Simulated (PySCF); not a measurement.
Vertical excitation energies

Species: 5-chloro-1-methylimidazole, C4H5ClN2.
Atom-mapped SMILES: `[CH3:1][n:2]1[cH:3][n:4][cH:5][c:6]1[Cl:7]` (hydrogens: H8, H9, H10 on C1; H11 on C3; H12 on C5)

Method: TDDFT PBE0/def2-SVPD, vertical, gas phase, core orbitals frozen in the response (PySCF). Geometry: GFN2-xTB; no solvent, vibrations or thermal averaging.

```
state  λ (nm)  E (eV)       f  symmetry  main configurations (H = HOMO, L = LUMO)
   S1   211.0    5.88  0.0004         –                  H→L+1 (70%), H→L+2 (26%)
   S2   201.5    6.15  0.0015         –                  H→L+2 (68%), H→L+1 (27%)
   S3   196.4    6.31   0.191        A′                                 H→L (93%)
   S4   189.1    6.56  0.0014         –                               H-1→L (97%)
   S5   181.5    6.83   0.024        A′                  H→L+3 (70%), H-2→L (25%)
   S6   176.8    7.01  0.0011         –                               H→L+4 (92%)
```

Triplets, Tamm–Dancoff:

| state | E (eV) | λ (nm) | main configurations (H = HOMO, L = LUMO) |
| --- | --- | --- | --- |
| T1 | 4.43 | 279.7 | H→L (93%) |
| T2 | 5.44 | 227.8 | H→L+2 (47%), H→L+1 (42%) |

The lowest singlet lies at 5.88 eV (211 nm, ultraviolet) and is dark (f under 0.0005); its leading configuration is HOMO→LUMO+1 (70%). The most intense listed level is S3 at 6.31 eV (196 nm, f = 0.191), 0.44 eV above S1. Löwdin shares by element: HOMO carbon 64% or more, chlorine 17% (atoms not listed hold the other 19%); LUMO carbon 38% or more, nitrogen 31% (atoms not listed hold the other 30%). Of the 6 states listed, 2 reach f = 0.01 and 1 stays under 0.0005. Orbital energies (eV): HOMO-3 -9.70, HOMO-2 -8.14, HOMO-1 -7.89, HOMO -6.65, LUMO 0.35, LUMO+1 0.41, LUMO+2 0.73. The oscillator strengths of these states sum to 0.219; summed over the whole spectrum of an exact calculation they would give the number of electrons, 60 (Thomas–Reiche–Kuhn). No computed singlet lies in the visible range (380 to 750 nm); the lowest, at 211 nm, stands 2.61 eV above its violet end (3.26 eV). Symmetry labels in Cs follow from the direction of the transition dipole and are given only for states with f of 0.002 or more. Only the lowest 6 singlets were computed, as vertical energies without vibronic structure.
